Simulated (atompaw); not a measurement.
## Reading a pseudo-wave (Ti)

Columns: radius, all-electron u(r) and pseudo u(r) of the 4p shell (level -3.92 eV) of titanium in the configuration [Ar] 3d2 4s1.5 4p0; PBEsol, scalar-relativistic, PAW (atompaw) scheme, atompaw 4.2.0.5.

| r (bohr) | all-electron | pseudo |
| --- | --- | --- |
| 0.115 | 0.1071 | 0.0014 |
| 0.231 | 0.1071 | 0.0056 |
| 0.346 | 0.0136 | 0.0125 |
| 0.462 | -0.0917 | 0.0221 |
| 0.577 | -0.1688 | 0.0342 |
| 0.692 | -0.2093 | 0.0487 |
| 0.808 | -0.2163 | 0.0657 |
| 0.923 | -0.1971 | 0.0847 |
| 1.038 | -0.1599 | 0.1056 |
| 1.154 | -0.1108 | 0.1284 |
| 1.269 | -0.0559 | 0.1525 |
| 1.385 | 0.0022 | 0.1781 |
| 1.500 | 0.0597 | 0.2045 |
| 1.615 | 0.1155 | 0.2316 |
| 1.731 | 0.1689 | 0.2593 |
| 1.846 | 0.2184 | 0.2869 |
| 1.962 | 0.2644 | 0.3145 |
| 2.077 | 0.3061 | 0.3415 |
| 2.192 | 0.3437 | 0.3676 |
| 2.308 | 0.3778 | 0.3929 |
| 2.423 | 0.4077 | 0.4165 |
| 2.538 | 0.4339 | 0.4386 |
| 2.654 | 0.4568 | 0.4588 |
| 2.769 | 0.4760 | 0.4767 |
| 2.885 | 0.4922 | 0.4923 |
| 3.000 | 0.5051 | 0.5051 |

**Question.** How many radial nodes do the two functions have?

**Answer.** The all-electron 4p function has n − l − 1 = 2; the pseudo-wave has 0, since the states of the same l below it are removed with the core.

**Question.** Is the pseudo-wave norm-conserving?

**Answer.** No, it belongs to a PAW set: the norm inside the radius is not constrained, and the difference is carried by the augmentation charge.
